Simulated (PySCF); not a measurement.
Al(Me)2(Cl), SMILES [Al]([CH3])([Cl])[CH3] (C₂H₆AlCl), PBE0/def2-SVP optimised geometry.

```
10

Al    -0.08     0.01     0.00
C     -0.95    -1.74     0.00
H     -2.04    -1.67    -0.11
H     -0.74    -2.27     0.95
H     -0.56    -2.38    -0.81
C     -0.95     1.75     0.00
H     -0.72     2.29    -0.93
H     -0.57     2.38     0.82
H     -2.04     1.68     0.09
Cl     2.04     0.01     0.00
```

Density from PBE0/def2-TZVP (PySCF 2.14.0) at that geometry.

Minimum of the electron density along straight lines between bonded atoms, close to the bond critical point (lines longer than 1.1 times the sum of covalent radii, or with two minima, are not listed):

```tsv
bond	length / Å	ρ at the minimum / e bohr⁻³	∇²ρ there / e bohr⁻⁵	position (fraction from the first atom)
Al1–C2	1.947	0.088	0.27	0.40
C2–H3	1.101	0.265	-0.86	0.64
C2–H4	1.104	0.262	-0.84	0.64
C2–H5	1.103	0.263	-0.85	0.64
Al1–C6	1.947	0.088	0.27	0.40
C6–H7	1.104	0.262	-0.84	0.64
C6–H8	1.103	0.263	-0.84	0.64
C6–H9	1.101	0.265	-0.86	0.64
Al1–Cl10	2.124	0.070	0.29	0.38
```
